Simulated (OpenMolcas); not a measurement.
# S V: effect of correlating more closed shells

```
Program             : OpenMolcas
Basis               : ANO-RCC-VTZP [5s4p2d1f]
Scalar Hamiltonian  : DKH2, point nucleus
Active space        : 2 electrons in 4 orbitals (3s 3p)
State averaging     : 2S+1 = 3 even, 3 roots; 2S+1 = 1 even, 7 roots; 2S+1 = 3 odd, 3 roots; 2S+1 = 1 odd, 3 roots
Spin-orbit coupling : RASSI with atomic mean-field integrals over the reference wave functions, term energies averaged over their components
```

Methods on the same reference wave functions:
A. CASSCF
B. MS-CASPT2, IPEA 0.25 Eh, imaginary shift 0.1 Eh (closed shells correlated: none)
C. MS-CASPT2, IPEA 0.25 Eh, imaginary shift 0.1 Eh (closed shells correlated: 2s 2p)

Energies in cm⁻¹ above 3s² ¹S₀, the measured ground level; measured values from NIST levels in Podobedova, Kelleher and Wiese, J. Phys. Chem. Ref. Data 38, 171 (2009); Martin, Zalubas and Musgrove, J. Phys. Chem. Ref. Data 19, 821 (1990).

| Level | A | B | C | Measured |
| --- | --- | --- | --- | --- |
| 3s² ¹S₀ | 0.0 | 0.0 | 0.0 | 0.0 |
| 3s 3p ³P°₀ | 82386 | 82083 | 82447 | 83024 |
| 3s 3p ³P°₁ | 82717 | 82414 | 82777 | 83394 |
| 3s 3p ³P°₂ | 83389 | 83086 | 83450 | 84155 |
| 3s 3p ¹P°₁ | 140646 | 131071 | 130873 | 127151 |
| 3p² ³P₀ | 200873 | 200193 | 200576 | 199967 |
| 3p² ³P₁ | 201216 | 200542 | 200925 | 200371 |
| 3p² ³P₂ | 201857 | 201094 | 201473 | 201146 |
| 3p² ¹D₂ | 217053 | 203262 | 203574 | 193739 |
| 3p² ¹S₀ | 250552 | 238562 | 238630 | 235350 |

Deviations, from unrounded energies. A percentage is the sum of absolute deviations over the sum of measured energies, with the sign that they share, or ± where signs differ.

```csv
Against measurement,Levels,A,B,C
mean absolute deviation (cm-1),9,6300,2200,2200
other configurations (%),9,±4.0,±1.4,±1.4
```

B, C lie about equally close to measurement and A furthest from it. The largest miss of B in the table is 3p² ¹D₂, by +9500 cm-1. The ranking rests on the paired levels alone, and a cruder setting can come out closer through cancelling errors.

Between B and C the level of the table that moves most is 3p² ³P₁, by 380 cm-1 (lowest in B, highest in C).

The lowest spin-free term lies below A's lowest term by 0.005 hartree in B, 0.023 hartree in C.

What an inner shell adds also hangs on whether the basis holds functions to correlate it.

Over all roots computed the reference weight is 0.93 to 1.00 in B, 0.93 to 1.00 in C; the roots of lowest weight are the least certain, and an intruder state may touch them. The ¹D term of p² mixes with s d, which this space lacks. Some levels mix across a computed gap that differs much from the measured one, so their mixing is not that of the real levels (holds for C). Measured partners are found by configuration, term and J. A level has none where our copy of the source lacks it or the pairing is in doubt (some pairs that miss far off the trend of their configuration count as doubtful), and it then counts in no deviation. Levels of configurations outside the active space are missing.

° marks odd parity.
